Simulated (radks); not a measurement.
The numbers below are computed, except where a source is named.
Q: Gd+, 63 electrons, occupied as [Xe] 4f7 5d1 6s1. Level of theory: Dirac Kohn-Sham, PBE, spin-unpolarised, spherical densities, finite nucleus; open shells fill j = l - 1/2 first; Fermi nuclear charge, rms radius 5.1569 fm (a radial shooting solver on a logarithmic mesh with Libxc functionals). Some entries of the table are withheld. Estimate them.

orbital,occ.,eigenvalue (eV),<r^2> (bohr^2)
1s1/2,2,-50048.18,0.0006550
2s1/2,2,-8264.491,0.01022
2p1/2,2,-7848.336,0.007417
2p3/2,4,-7152.494,0.008652
3s1/2,2,-1836.633,0.06815
3p1/2,2,-1656.162,0.06349
3p3/2,4,-1513.427,0.07056
3d3/2,4,-1201.622,0.05634
3d5/2,6,-1170.526,0.05831
4s1/2,2,-374.7498,(1)
4p1/2,2,(2),(3)
4p3/2,4,(4),(5)
4d3/2,4,-156.8989,0.4609
4d5/2,6,-151.1593,0.4761
5s1/2,2,-55.8427,(6)
5p1/2,2,-36.5334,2.538
5p3/2,4,-32.1896,2.871
4f5/2,6,-15.1623,(7)
4f7/2,1,-14.4097,(8)
6s1/2,1,-9.2416,15.13
5d3/2,1,(9),7.640
5d5/2,0,(10),8.048

A: 
(1) 4s1/2 <r^2> (bohr^2): 0.3452
(2) 4p1/2 eigenvalue (eV): -304.4691
(3) 4p1/2 <r^2> (bohr^2): 0.3632
(4) 4p3/2 eigenvalue (eV): -272.7171
(5) 4p3/2 <r^2> (bohr^2): 0.4018
(6) 5s1/2 <r^2> (bohr^2): 2.002
(7) 4f5/2 <r^2> (bohr^2): 0.9735
(8) 4f7/2 <r^2> (bohr^2): 1.006
(9) 5d3/2 eigenvalue (eV): -8.5298
(10) 5d5/2 eigenvalue (eV): -8.2194
